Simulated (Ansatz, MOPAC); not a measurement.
Diatomic Ni2, multiplicity 3 (lowest of 2S+1 = 1, 3, 5 at PBE0/def2-TZVPP; our sources give no spin for the ground state, which may be another). No spin–orbit coupling. Ni is treated without relativity.

Constants: fifth-degree fit in 1/R to seven points, most abundant isotopes. In def2 and cc sets the state is the lowest found near the PBE0 minimum, followed along R.

Run with Ansatz (a quantum-chemistry and plane-wave program); MOPAC for PM7 (differences of heats of formation). Values without a source in brackets are computed.

```json
[
 {"level": "PM7", "r_e (Å)": "2.330", "ω_e (cm⁻¹)": "442", "ω_e x_e (cm⁻¹)": "0.69", "α_e (cm⁻¹)": "0.00020"},
 {"level": "B3LYP/def2-TZVPP", "r_e (Å)": "2.297", "ω_e (cm⁻¹)": "262", "ω_e x_e (cm⁻¹)": "1.1", "α_e (cm⁻¹)": "0.00064"},
 {"level": "PBE0/def2-TZVPP", "r_e (Å)": "2.289", "ω_e (cm⁻¹)": "260", "ω_e x_e (cm⁻¹)": "1.1", "α_e (cm⁻¹)": "0.00061"},
 {"level": "BHLYP/def2-TZVPP", "r_e (Å)": "2.328", "ω_e (cm⁻¹)": "248", "ω_e x_e (cm⁻¹)": "0.97", "α_e (cm⁻¹)": "0.00063"},
 {"level": "CAM-B3LYP/def2-TZVPP", "r_e (Å)": "2.280", "ω_e (cm⁻¹)": "272", "ω_e x_e (cm⁻¹)": "1.0", "α_e (cm⁻¹)": "0.00061"},
 {"level": "B2PLYP/def2-TZVPP", "r_e (Å)": "2.280", "ω_e (cm⁻¹)": "273", "ω_e x_e (cm⁻¹)": "1.1", "α_e (cm⁻¹)": "0.00062"}
]
```

Correlated levels freeze the inner cores; with def2 sets outer-core shells near the valence are correlated too. The state that PM7 reach isn't checked; PM7 holds dispersion and hydrogen-bond terms.
